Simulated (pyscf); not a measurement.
# •HN–GaH₂ (SMILES [NH][GaH2]), doublet

Gas-phase minimum from PySCF at ωB97X-D3(BJ)/def2-SVP, one conformer. •HN–GaH₂ lies 34.2 kcal/mol over its isomer [H₂N–GaH]•, and others may lie lower still (electronic energy, ωB97M-D3(BJ)). 

SMILES: [NH][GaH2]
```xyz
5

N      0.6054     0.5534     0.7975
Ga     0.0945     0.0541    -0.9028
H      0.9224     1.4959     1.0489
H     -1.4277     0.1352    -1.2469
H      1.1852    -0.5912    -1.8170
```
Charge 0, spin multiplicity 2.

Bond lengths (Å): N1–Ga2 1.844, N1–H3 1.026, Ga2–H4 1.563, Ga2–H5 1.563. Angles (°): Ga2–N1–H3 124.1, N1–Ga2–H4 117.3, N1–Ga2–H5 117.2, H4–Ga2–H5 124.9.

Properties at ωB97X-D3(BJ)/def2-SVP:

```
Property                                                                                                                                                            Result
---------------------------------------------------------------------------------------------------------------------  ---------------------------------------------------
Harmonic wavenumbers, unscaled                                                                                         278, 444, 465, 627, 685, 766, 2015, 2025, 3551 cm⁻¹
Zero-point energy                                                                                                                                            15.5 kcal/mol
Rotational symmetry number                                                                                                                                               1
Entropy of this conformer at 298 K and 1 atm, rigid rotor and harmonic oscillator, modes under 100 cm⁻¹ raised to 100                                      274.3 J/(mol K)
Dipole moment                                                                                                                                                       1.48 D
Spin expectation value S2                                                                                                                                            0.755
```

Single-point totals, which compare only within one level (frozen core for MP2 and CC):

| level | total energy (hartree) |
|---|---|
| ωB97X-D3(BJ)/def2-TZVP | -1981.33081 |
| PBE/def2-TZVP | -1980.98670 |
| r²SCAN/def2-TZVP | -1981.31139 |
| B3LYP-D3(BJ)/def2-TZVP | -1981.41109 |
| PBE0-D3(BJ)/def2-TZVP | -1981.03205 |
| M06-2X/def2-TZVP | -1981.31228 |
| ωB97M-D3(BJ)/def2-TZVP | -1981.38935 |
| UHF/def2-TZVPP | -1979.41434 |
| MP2/def2-TZVPP | -1979.81983 |
| CCSD/def2-TZVPP | -1979.83957 |
| CCSD(T)/def2-TZVPP | -1979.85527 |

The CCSD(T) − MP2 part came from Ansatz, without density fitting, on the same reference. The frozen core leaves the outer d or s,p core shells of the metals and heavy elements correlated in the MP2 and CC values, and def2-TZVPP describes them poorly, so these totals are far from the basis limit. Elements up to Kr have no core potential and no relativistic terms here.
